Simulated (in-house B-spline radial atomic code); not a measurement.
Te²⁺ is squeezed into an impenetrable sphere of radius R (the orbitals vanish at R). Level of theory: Dirac-Hartree-Fock, average of configuration, Fermi nucleus of rms radius 4.7423 fm; calculated with an all-electron radial atomic-structure program (B-spline basis).

Energies in eV above the free ion in [Kr] 4d10 5s2 5p2:

| R (bohr) | highest level (eV) | [Kr] 4d10 5s2 5p2 | [Ar] 3d9 4s2 4p6 4d10 5s2 5p2 5f1 | [Kr] 4d10 5s2 5p1 5d1 |
| --- | --- | --- | --- | --- |
| 8.6 | -26.2 | 0.0003578 | 604.4 | 12.68 |
| 6.34 | -26.2 | 0.04997 | 609.2 | 13.27 |
| 5.16 | -25.8 | 0.5488 | 615.3 | 15.06 |
| 4.56 | -25.1 | 1.763 | 621.2 | 17.69 |
| 3.53 | -20.2 | 12.4 | 646.9 | 33.55 |
| 3.28 | -17.3 | 19.91 | 660.7 | 43.32 |
| 2.6 | 1.55 | 76.21 | 744.8 | 109.6 |
| 2.21 | 30.5 | 178.5 | 876.3 | 221.2 |
| 1.88 | 84 | 398.9 | 1137 | 451.8 |
| 1.52 | 221 | 1087 | 1905 | 1151 |

Does [Ar] 3d9 4s2 4p6 4d10 5s2 5p2 5f1 fall below [Kr] 4d10 5s2 5p2 under compression?

No, it stays above over the whole range.

Does [Kr] 4d10 5s2 5p1 5d1 fall below [Kr] 4d10 5s2 5p2 under compression?

No, it stays above over the whole range.

The highest level is first positive in the row R = 2.6 bohr, pushed up by confinement above the zero of the free ion's potential. Each configuration is held fixed and needn't be the lowest in the sphere.
